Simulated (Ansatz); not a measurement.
Compare A (`B/C=[CH]/[AlH][SiH3]`) with its isomer B (`C[Si]1([AlH2])BC1`).

Calculated with Ansatz (gas phase, PBE0-D4/def2-TZVP geometries, no zero-point term in ΔE). CCSD(T)/CBS is the MP2 limit (def2-TZVPP, def2-QZVPP) plus CCSD(T) − MP2 in def2-TZVPP, frozen cores. DFT in def2-TZVPP. B3LYP here is the variant with VWN-RPA as its local correlation; programs differ in this. Each species was taken in one conformer, which may not be the lowest.

Question: Which isomer does CCSD(T)/CBS put lower? Give the gap. (An estimate is asked.)

Answer: Ansatz gave: B, by 1.4 kJ/mol. So small a gap doesn't settle the order.

Question: Give E(B) − E(A) in kJ/mol with B2PLYP, CCSD/def2-TZVPP, HF/def2-TZVPP, ωB97M-V, PBE0-D4, B3LYP-D4, CCSD(T)/def2-TZVPP. (An estimate is asked.)

Answer: Ansatz gave: B2PLYP 10.3, CCSD/def2-TZVPP 13.9, HF/def2-TZVPP 79.3, ωB97M-V -12.5, PBE0-D4 -32.3, B3LYP-D4 7.9, CCSD(T)/def2-TZVPP 3.9. The order is the other way round with B2PLYP, CCSD/def2-TZVPP, HF/def2-TZVPP, B3LYP-D4, CCSD(T)/def2-TZVPP.

Largest T1 diagnostic: 0.015.

The D4 term adds −7.1 kJ/mol with B3LYP and −3.4 kJ/mol with PBE0; it sums over pairs of atoms, weighted by their polarisabilities, and B3LYP, whose exchange is more repulsive, gets the larger term. In def2-TZVPP, CCSD(T) changes the Hartree–Fock value by −75.3 kJ/mol (the triples alone add −9.9 kJ/mol) and MP2 by −86.2 kJ/mol.
